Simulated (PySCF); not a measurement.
# Computed properties of Te(Cl)(OMe) (CH₃ClOTe), SMILES O(C)[Te]Cl

Te(Cl)(OMe) (CH3ClOTe), SMILES CO[Te]Cl. Coordinates come from a PBE0-D3(BJ)/def2-SVP optimisation. The def2 effective core potentials stand for the cores of Te; spin–orbit coupling is left out. One conformer was computed; it need not be the lowest. All values are computed for the isolated molecule unless a solvent is named; none is compared with measurement here.

**Structure.** All 15 harmonic modes at PBE0-D3(BJ)/def2-SVP (PySCF) are real, so it is a minimum. With heavy atoms numbered as in [Te:1]([Cl:2])[O:3][CH3:4], the shortest bond between them is O3–C4 at 1.410 Å and the longest Te1–Cl2 at 2.376 Å.

**Vibrations.** The strongest infrared lines (harmonic, unscaled, degenerate partners summed) lie at 1102 cm⁻¹ (126 km/mol, O 50 %, C 44 %), 3020 cm⁻¹ (57 km/mol, H 97 %), 576 cm⁻¹ (37 km/mol, O 75 %, Te 11 %). The softest mode is at 81 cm⁻¹ and the zero-point energy is 26.8 kcal/mol.

**Electronic structure.** r2SCAN/def2-TZVP (PySCF) places the frontier levels at -5.54 and -3.11 eV, a gap of 2.43 eV, and gives a dipole moment of 1.97 D and a mean polarisability of 64.8 bohr³.

**Excitations.** TDA-CAM-B3LYP/def2-SVPD (PySCF) has S1 at 2.47 eV (501 nm, f = 0.001, dark); the most intense of the 10 singlets computed lies at 6.01 eV (f = 0.11). T1 (TDA) is at 1.74 eV, 0.73 eV under S1.
